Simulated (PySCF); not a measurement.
**[Bi(mal)]2+ at several levels of theory**

Computed with PySCF 2.14.0 (density fitting, no spin-orbit coupling) at the geometry relaxed with PBE0:

```xyz
9
[Bi(mal)]2+ (singlet)
Bi    0.0000    0.0000   -0.4595
O     1.4005    0.0000    1.1082
O    -1.4005    0.0000    1.1082
C     1.2358    0.0000    2.3938
C    -1.2358    0.0000    2.3938
C     0.0000    0.0000    3.0490
H     2.1806    0.0000    2.9626
H    -2.1806    0.0000    2.9626
H     0.0000    0.0000    4.1440
```

| level | basis | state | HOMO (eV) | gap (eV) | charge on Bi1 (e) | dipole about the centre of mass (D) | largest force component (eV/Å) |
| --- | --- | --- | --- | --- | --- | --- | --- |
| PBE0 | Bi def2-SVP with ECP60, O def2-SVP, C def2-SVP, H def2-SVP | singlet | -18.16 | 3.36 | 1.73 | 5.55 | 0.01 |
| TPSSh | the same | singlet | -17.64 | 2.56 | 1.68 | 5.86 | 0.43 |
| PBE0 | Bi def2-TZVP with ECP60, O def2-TZVP, C def2-TZVP, H def2-TZVP | singlet | -18.03 | 3.33 | 1.61 | 5.71 | 1.37 |

Charges are Mulliken's, which hang on the basis. The relaxation used the grid (50, 194), these runs (75, 302) or, all-electron (x2c bases, spin-free X2C Hamiltonian), (99, 590).

(1) What does TPSS with Bi def2-SVP with ECP60, O def2-SVP, C def2-SVP, H def2-SVP give here?

## Answers

(1) state singlet, HOMO (eV) -17.32, gap (eV) 2.00, charge on Bi1 (e) 1.64, dipole about the centre of mass (D) 6.08, largest force component (eV/Å) 0.72. Time: 12 s on 2 threads of Intel(R) Xeon(R) Platinum 8488C (Sapphire Rapids), on a shared host, from an already converged density.
